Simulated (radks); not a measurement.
Task: Species: neutral zinc. Configuration: [Ar] 3d10 4s1 6s1 (not the ground configuration). Calculated with a radial shooting solver on a logarithmic mesh with Libxc functionals: Dirac Kohn-Sham, LDA (Slater exchange, Perdew-Wang correlation), spin-unpolarised, spherical densities, point nucleus. Some entries of the table are withheld. Estimate them.

orbital  occ.  eigenvalue (eV)  r(max) (bohr)  <1/r> (bohr^-1)
1s1/2       2        -9512.257        0.03296            30.18
2s1/2       2              (1)         0.1897            6.608
2p1/2       2        -1026.497         0.1502              (2)
2p3/2       4        -1002.675         0.1530              (3)
3s1/2       2        -136.1620         0.5888            2.094
3p1/2       2         -92.8927         0.5867            1.963
3p3/2       4         -89.8187         0.5951            1.924
3d3/2       4         -18.1589            (4)            1.526
3d5/2       6         -17.7983            (5)            1.515
4s1/2       1         -12.2179          1.980           0.5436
6s1/2       1          -0.8771          15.34          0.08580

Result: 
(1) 2s1/2 eigenvalue (eV): -1163.169
(2) 2p1/2 <1/r> (bohr^-1): 6.574
(3) 2p3/2 <1/r> (bohr^-1): 6.416
(4) 3d3/2 r(max) (bohr): 0.5622
(5) 3d5/2 r(max) (bohr): 0.5652
